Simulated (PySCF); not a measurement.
SMILES [CH3][Al]([CH]=C)[NH2] (C3H8AlN) at its B3LYP/def2-SVP optimised geometry (Å):

```
13

Al     0.3110     0.1065     0.0000
C      2.2731     0.1065     0.0000
H      2.6714    -0.4187     0.8865
H      2.7074     1.1201    -0.0052
H      2.6712    -0.4279    -0.8810
C     -0.7320    -1.5527     0.0002
C     -2.0752    -1.6194     0.0089
H     -0.2109    -2.5233    -0.0063
H     -2.6265    -2.5697     0.0093
H     -2.7074    -0.7215     0.0163
N     -0.5711     1.6545     0.0000
H     -0.1299     2.5697     0.0015
H     -1.5804     1.7692    -0.0001
```

Level of theory: B3LYP/def2-TZVP run with PySCF 2.14.0.

Map of the electron localisation function on the plane z = 0.8 Å:

```
|000000000000000000000000000|
|000000000000000000000000000|
|000000000000000000000000000|
|000000000000000000000000000|
|000000000001342000000000000|
|000000000002565100000000000|
|000000011113675100000000000|
|000000035445664100013310000|
|000000157667763000047851000|
|000000046668885100268862000|
|000000002358885112357751000|
|000000000137851145445420000|
|000011000002200077556521000|
|000168720001100077799962000|
|000389961025620166799984000|
|000278863347884124699995000|
|000036666777875101389972000|
|000002457886653000136530000|
|000013566775542000001000000|
|000047765445675100000000000|
|000279973114888300000000000|
|000179971003898400000000000|
|000037740001575100000000000|
|000001200000110000000000000|
|000000000000000000000000000|
|000000000000000000000000000|
|000000000000000000000000000|
```
Scale: ten equal steps from 0.000 (start of '0') to 0.999 (end of '9'), in the order '0123456789'; x runs from -5.00 to 5.00, y from -5.00 (bottom) to 5.00 (top).
